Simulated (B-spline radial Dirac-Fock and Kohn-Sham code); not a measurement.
# Mo⁺: eigenvalues, ΔSCF and the reference

System: the Mo⁺ ion, configuration [Kr] 4d5.

The density-functional columns are spherical, spin-unpolarised Dirac-Kohn-Sham results without Breit or QED terms: −ε is minus the orbital energy of the initial state and ΔSCF the difference of two total energies. The reference in the last column comes from Dirac-Fock ΔSCF + Breit + QED. All numbers are from a radial finite-basis atomic code, in eV; a selection of levels is shown. The Kohn-Sham columns are given as differences from the reference. For the 1s level of heavy atoms much of the gap between ΔSCF and the reference is the Breit and QED part, -54.4 eV here; for other levels the error of the functional can be larger.

| level | PBE −ε − DF | PBE ΔSCF − DF | LDA −ε − DF | LDA ΔSCF − DF | Dirac-Fock |
| --- | --- | --- | --- | --- | --- |
| K (1s) | -195.5 | +76.5 | -222.9 | +48.2 | 20014.7 |
| L1 (2s) | -83.2 | -38.0 | -86.3 | -40.8 | 2887.5 |
| L2 (2p1/2) | -61.4 | -5.0 | -62.4 | -5.8 | 2641.8 |
| L3 (2p3/2) | -63.1 | -9.1 | -63.8 | -9.7 | 2536.9 |
| M1 (3s) | -40.2 | -24.8 | -41.2 | -25.8 | 523.1 |
| M2 (3p1/2) | -31.4 | -15.8 | -31.7 | -16.0 | 429.1 |
| M3 (3p3/2) | -31.2 | -15.9 | -31.4 | -16.2 | 411.3 |
| M4 (3d3/2) | -16.1 | +0.1 | -15.7 | +0.5 | 245.6 |
| M5 (3d5/2) | -16.2 | -0.2 | -15.8 | +0.2 | 242.4 |
| N1 (4s) | -11.9 | -5.1 | -11.7 | -4.9 | 82.94 |
| N2 (4p1/2) | -7.1 | -0.7 | -6.9 | -0.5 | 54.11 |
| N3 (4p3/2) | -7.2 | -0.8 | -7.0 | -0.7 | 51.66 |
| N4,5 (4d) | -3.3 | +1.8 | -3.0 | +2.0 | 13.71 |

Values without a named source are computed, but for edge energies of neutral atoms, which are taken from tables.
